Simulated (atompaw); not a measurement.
## C (Z = 6) PAW (atompaw): all-electron and pseudo phase curves

carbon, PAW, made with atompaw 4.2.0.5 (LDA (PW92), scalar-relativistic). Core [He], reference 2s2 2p2. Waves: 2s (bound); 2s channel at 1.4 Ry; 2p (bound); 2p channel at 0.35 Ry. Local part: troulliermartins scheme with l = 2 at 1 Ry, radius 1.95 bohr. Core correction: smooth core density matched at 1.25 bohr. Augmentation charge: sinc compensation charge, radius 1.70 bohr; PAW radius 2.30 bohr; waves and projectors: bloechl.

The phase is arctan(r·u′/u) with u = r·R(r), unwrapped; energies in Ry, scanned from -3 to 5 Ry. A pole is an energy at which the radial function vanishes at the test radius. The pseudo phase is shifted by a multiple of π to meet the all-electron one at the reference energy, and phase errors are pseudo minus all-electron; the curves can meet again beyond the range given. Levels narrower than the energy grid can be missing from the lists of poles.

Task: For each channel, where are the poles, and over which energies does the pseudopotential scatter like the atom?

Result:

| channel | radius (bohr) | reference energy (Ry) | poles, all-electron | poles, pseudo | unbroken range about the reference energy with phases within 0.05 rad | phase error 1 Ry above the reference energy (rad) |
| --- | --- | --- | --- | --- | --- | --- |
| s | 2.30 | -1.00 | -0.39 | -0.39 | the whole range | -0.000 |
| p | 2.30 | -0.40 | 0.23 | 0.23 | the whole range | +0.000 |

Phases in the s channel:

| E (Ry) | all-electron | pseudo |
| --- | --- | --- |
| -3.00 | 1.260 | 1.259 |
| -2.76 | 1.235 | 1.234 |
| -2.52 | 1.202 | 1.202 |
| -2.28 | 1.157 | 1.157 |
| -2.04 | 1.090 | 1.089 |
| -1.80 | 0.975 | 0.975 |
| -1.56 | 0.739 | 0.739 |
| -1.32 | 0.131 | 0.130 |
| -1.08 | -0.826 | -0.826 |
| -0.84 | -1.287 | -1.287 |
| -0.60 | -1.478 | -1.478 |
| -0.36 | -1.581 | -1.581 |
| -0.12 | -1.649 | -1.650 |
| 0.12 | -1.702 | -1.702 |
| 0.36 | -1.747 | -1.747 |
| 0.60 | -1.790 | -1.790 |
| 0.84 | -1.834 | -1.835 |
| 1.08 | -1.883 | -1.884 |
| 1.32 | -1.942 | -1.942 |
| 1.56 | -2.015 | -2.015 |
| 1.80 | -2.113 | -2.113 |
| 2.04 | -2.253 | -2.254 |
| 2.28 | -2.465 | -2.468 |
| 2.52 | -2.790 | -2.799 |
| 2.76 | -3.228 | -3.245 |
| 3.00 | -3.656 | -3.676 |
| 3.24 | -3.964 | -3.983 |
| 3.48 | -4.163 | -4.180 |
| 3.72 | -4.294 | -4.309 |
| 3.96 | -4.384 | -4.399 |
| 4.20 | -4.449 | -4.464 |
| 4.44 | -4.499 | -4.514 |
| 4.68 | -4.539 | -4.553 |
| 4.92 | -4.571 | -4.586 |
